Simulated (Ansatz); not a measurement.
Ge3H6, SMILES `[GeH2]1[GeH2][GeH2]1`, relaxed with RKS PBE0-D4/def2-TZVP in the Gaussian-basis code of Ansatz from a GFN2-xTB geometry. The force threshold is 0.005 eV/Å; the program also tests the step.

Total charge 0; spin multiplicity 1.

Start:

```xyz
9

Ge    1.429    0.447   -0.046
Ge   -0.509   -0.988   -1.005
Ge   -0.928    0.564    1.033
H     1.835    0.896   -1.502
H     2.389   -0.802   -0.096
H    -1.847   -0.498   -1.677
H    -1.241   -2.170   -0.260
H    -0.836    2.137    1.085
H    -0.292    0.415    2.468
```

Task: How much energy does the relaxation release, and in how many steps? (An estimate is asked.)

Result: The calculation gave: 25.78 kcal/mol, in 6 steps.

Task: Which bonds change most? (An estimate is asked.)

Result: Ansatz gave: Ge2–Ge3 from 2.595 to 2.433 Å; Ge1–Ge2 from 2.595 to 2.433 Å; Ge1–Ge3 from 2.595 to 2.433 Å; Ge1–H4 from 1.577 to 1.533 Å.

Task: Give the relaxed structure. (Best estimate.)

Result: Computed: 
```xyz
9

Ge    1.336    0.098   -0.424
Ge   -0.889   -0.855   -0.671
Ge   -0.446    0.758    1.095
H     1.820    1.109   -1.469
H     2.461   -0.796    0.109
H    -1.746   -0.419   -1.865
H    -1.104   -2.323   -0.286
H    -1.035    2.167    0.966
H    -0.395    0.262    2.545
```
